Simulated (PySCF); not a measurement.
**Vertical excitation energies**

C5H10GeOSi.
Z-matrix (Å and degrees, PBE0-D3(BJ)/def2-SVP geometry), rows numbered from 1:
```
Si
C   1  1.8987
Ge  2  1.9762  1  111.33
C   2  1.4857  1  110.47  3  -126.30
C   4  1.3692  2  133.52  1   -74.56
C   5  1.4306  4  106.50  2   178.26
C   6  1.3611  5  106.01  4    -0.27
O   7  1.3516  6  110.04  5     0.14
H   1  1.4946  2  109.83  3  -174.54
H   1  1.4933  2  109.71  3    65.51
H   1  1.4966  2  110.19  3   -54.59
H   2  1.1034  1  106.68  3   114.87
H   3  1.5373  2  110.12  1  -176.92
H   3  1.5366  2  110.71  1   -54.76
H   3  1.5408  2  107.15  1    63.95
H   5  1.0878  4  126.03  2    -1.55
H   6  1.0878  5  127.45  4   179.77
H   7  1.0864  6  133.71  5   179.98
```

Computed with PySCF 2.14.0, density-fitted response routines, TDDFT CAM-B3LYP/def2-SVPD, vertical, gas phase, core orbitals frozen in the response. Relativistic effects, spin–orbit coupling among them, are left out although an element past zinc is present.

Q: What does the calculation give for the low-lying excited states?

A: 

```
state  E (eV)  E (hartree)       f  |μ| (D)  main configurations (H = HOMO, L = LUMO)
   S1    5.79       0.2127   0.292     3.65                               H→L+1 (90%)
   S2    5.93       0.2180   0.012     0.72                    H→L (73%), H→L+2 (14%)
   S3    6.56       0.2410   0.012     0.69                  H→L+2 (61%), H→L+4 (24%)
   S4    6.66       0.2448   0.022     0.94      H→L+4 (32%), H→L+5 (13%), H→L+6 (9%)
   S5    6.76       0.2484   0.024     0.98      H→L+4 (29%), H→L (11%), H-1→L+1 (9%)
   S6    6.85       0.2518   0.015     0.75                               H→L+3 (72%)
   S7    7.03       0.2582  0.0061     0.48                  H→L+5 (58%), H→L+7 (12%)
   S8    7.16       0.2630   0.014     0.73     H→L+6 (45%), H→L+7 (22%), H→L+8 (20%)
   S9    7.31       0.2687   0.017     0.78     H→L+8 (41%), H→L+6 (18%), H→L+3 (13%)
  S10    7.55       0.2773  0.0081     0.53                 H→L+9 (55%), H→L+11 (16%)
```

Triplets (Tamm–Dancoff): T1 3.87 eV, H→L+1 (69%), H→L+5 (8%); T2 5.21 eV, H-1→L+1 (23%), H→L+7 (16%), H→L+13 (12%); T3 5.83 eV, H→L (66%), H→L+2 (15%); T4 6.29 eV, H-1→L+1 (46%), H→L+7 (9%).

The lowest singlet comes at 214 nm (559 kJ/mol) in the ultraviolet; it is strong; its leading configuration is HOMO→LUMO+1 (90%). The lowest level is also the most intense of those listed (f = 0.292). Löwdin shares by element: HOMO carbon 74% or more (atoms not listed hold the other 26%); LUMO germanium 35%, hydrogen 15% or more, silicon 12% (atoms not listed hold the other 38%). Of the 10 states listed, 8 reach f = 0.01 and none stays under 0.0005. The listed states span 1.76 eV, and the widest gap between neighbours is 0.63 eV (S2 to S3). The oscillator strengths of these states sum to 0.422; summed over the whole spectrum of an exact calculation they would give the number of electrons, 94 (Thomas–Reiche–Kuhn). All these states lie below the vertical ionisation energy of 8.18 eV (ΔSCF). Only the lowest 10 singlets were computed, as vertical energies without vibronic structure.

Hardware: one thread, AMD EPYC (x86_64), no GPU, shared host with 64 logical CPUs at a one-minute load of 54. Cost: 6.4 min wall, 1.4 GiB resident at most.

One conformer stands for the species.
